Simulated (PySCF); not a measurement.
## Molecular orbitals of InS

BLYP at R = 2.301 Å; In def2-SVP with ECP28, S def2-SVP; scalar-relativistic core potentials (PySCF 2.14). State: ²Σ⁺ (doublet), unpaired electrons σ ↑. Only the outer orbitals are listed, counted within each symmetry, core potentials removing the inner ones.

| spin | orbital | occ. | ε (eV) | on In (%) | main shells (%) |
| --- | --- | --- | --- | --- | --- |
| α | 7σ | 1 | -15.73 | 17 | 83 S s |
| α | 8σ | 1 | -9.22 | 67 | 66 In s, 27 S p |
| α | 9σ | 1 | -5.94 | 51 | 48 S p, 28 In p, 23 In s |
| α | 4π | 1 | -5.55 | 16 | 84 S p, 15 In p |
| α | 4π | 1 | -5.55 | 16 | 84 S p, 15 In p |
| α | 5π | 0 | -2.18 | 86 | 84 In p, 14 S p |
| α | 5π | 0 | -2.18 | 86 | 84 In p, 14 S p |
| α | 10σ | 0 | 0.07 | 96 | 85 In p, 10 S p |
| β | 7σ | 1 | -15.24 | 16 | 84 S s |
| β | 8σ | 1 | -8.76 | 72 | 71 In s, 21 S p |
| β | 4π | 1 | -5.36 | 17 | 83 S p, 16 In p |
| β | 4π | 1 | -5.36 | 17 | 83 S p, 16 In p |
| β | 9σ | 0 | -5.08 | 49 | 50 S p, 29 In p, 19 In s |
| β | 5π | 0 | -1.99 | 85 | 84 In p, 15 S p |
| β | 5π | 0 | -1.99 | 85 | 84 In p, 15 S p |

Question: Which are the highest filled and the lowest empty level, where do they sit, and how wide is the gap?

Answer: Highest filled β 4π at -5.36 eV (in %: 83 S p, 16 In p); lowest empty β 9σ at -5.08 eV (in %: 50 S p, 29 In p, 19 In s); the gap at BLYP is 0.28 eV.

| Property | Result |
| --- | --- |
| bond order (Mayer) | 1.92 |
| ⟨S²⟩ | 0.753 |
| charge on In (Mulliken, basis-dependent) | 0.23 |
| charge on In (Löwdin, basis-dependent) | 0.05 |
| dipole moment (positive dipole means In(−)S(+)) | -3.20 D |

Spin–orbit coupling is left out. The state was picked by a PBE0 search and need not be the measured ground state.
